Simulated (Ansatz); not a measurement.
Compare A (`B[SiH](N)[SiH2]F`) with its isomer B (`FBN([SiH3])[SiH3]`).

Gas-phase electronic energies from Ansatz, PBE0-D4/def2-TZVP geometries. CCSD(T)/CBS is the MP2 limit (def2-TZVPP, def2-QZVPP) plus CCSD(T) − MP2 in def2-TZVPP, frozen cores. DFT in def2-TZVPP. B3LYP here is the variant with VWN-RPA as its local correlation; programs differ in this. One conformer a species, not always the lowest.

Problem. Which is lower in electronic energy at CCSD(T)/CBS, and by how much? (Estimate.)

Solution. Ansatz gave: B, by 54.1 kcal/mol.

Problem. Give E(B) − E(A) in kcal/mol with CCSD/def2-TZVPP, ωB97M-V, PBE0-D4, B2PLYP, B3LYP-D4, HF/def2-TZVPP, PBE-D4. (Best estimate.)

Solution. The calculation gave: CCSD/def2-TZVPP -55.7, ωB97M-V -56.2, PBE0-D4 -50.9, B2PLYP -55.3, B3LYP-D4 -53.9, HF/def2-TZVPP -57.6, PBE-D4 -49.0. None reverses the order clearly.

Largest T1 diagnostic: 0.013.

The D4 term adds −0.9 kcal/mol with B3LYP and −0.4 kcal/mol with PBE0; it sums over pairs of atoms, weighted by their polarisabilities, and B3LYP, whose exchange is more repulsive, gets the larger term. From PBE to PBE0 (25 % exact exchange), in def2-TZVPP and without D4, E(B) − E(A) moves by −2.0 kcal/mol.
